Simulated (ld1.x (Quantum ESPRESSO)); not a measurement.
What one change does to a pseudopotential (calcium (Ca), TM semilocal)

```
Element                 : Ca (Z = 20)
Generator               : ld1.x (Quantum ESPRESSO) 7.5
Type                    : norm-conserving Troullier–Martins (semilocal form)
Functional              : PBE
Relativity              : scalar-relativistic
Frozen core             : [Ar]
Valence charge          : 2
Reference configuration : 3d1 4s1 4p0
Partial waves           : 4s (bound): rc 3.80 bohr; 4p (bound, empty): rc 4.20 bohr; 3d (bound): rc 3.20 bohr
Local potential         : the d channel
Core correction         : none
```

Change: core correction a·sin(br)/r model core inside 2.86 bohr.

Cutoffs: the cutoffs (Ry, on a coarse ladder) from which the occupation-weighted sum of valence levels, in a spherical-Bessel basis at the reference potential, stays within 10 and 1 mRy of its value at 400 Ry; they do not see the model core or the augmentation charge, which bear on the density cutoff. Errors are all-electron minus pseudo energies relative to the spin-unpolarised reference configuration.

Question: Predict the effect on cutoff, ghosts and configuration errors.

Answer: The potential gets neither clearly harder nor softer (18 Ry and 25 Ry → 18 Ry and 25 Ry); of the 7 tests that both files solve, the error grows in 0 and shrinks in 7 by more than 15 % and 0.3 meV (median size 333.7 → 143.2 meV); neither file shows a bound ghost at the reference potential, the only one tested. Exchange and correlation are not linear in the density, so unscreening with the valence charge alone errs where core and valence overlap; a model core restores that term. A semilocal file is local in each channel, so a ghost entry of none says nothing of the separable form that plane-wave codes build from it. A model core, the more so a compact one, raises the density cutoff, which this test does not measure.

| quantity | base | changed |
| --- | --- | --- |
| cutoff, loose | 18 Ry | 18 Ry |
| cutoff, tight | 25 Ry | 25 Ry |
| bound ghosts | none | none |
| error for 3d0 4s2 4p0, meV [ΔE -2.28 eV] | +312 | +160 |
| error for 3d0 4s1 4p0, meV [ΔE 4.03 eV] | +371 | +166 |
| error for 3d0 4s1.5 4p0, meV [ΔE 0.22 eV] | +334 | +162 |
| error for 3d0.5 4s1.5 4p0, meV [ΔE -1.23 eV] | +49 | +25 |
| error for 3d0 4s1 4p1, meV [ΔE 0.14 eV] | +344 | +141 |
| error for 3d1 4s0 4p0, meV [ΔE 5.41 eV] | +117 | +47 |
| error for 3d0 4s0 4p1, meV [ΔE 7.08 eV] | +493 | +143 |
| s: phases at 4.53 bohr within 0.05 rad from the reference energy up to (Ry; the scan ends near 5) | 0.7 | 0.7 |
| p: phases at 4.53 bohr within 0.05 rad from the reference energy up to (Ry; the scan ends near 5) | 1.1 | 1.1 |
| d: phases at 4.53 bohr within 0.05 rad from the reference energy up to (Ry; the scan ends near 5) | 0.3 | 0.3 |

Base: These tests converged, but a pseudo level misses the all-electron one widely, so the file describes the atom poorly there or has found another state: 3d0 4s0 4p1: empty 3d by 2.5 eV.
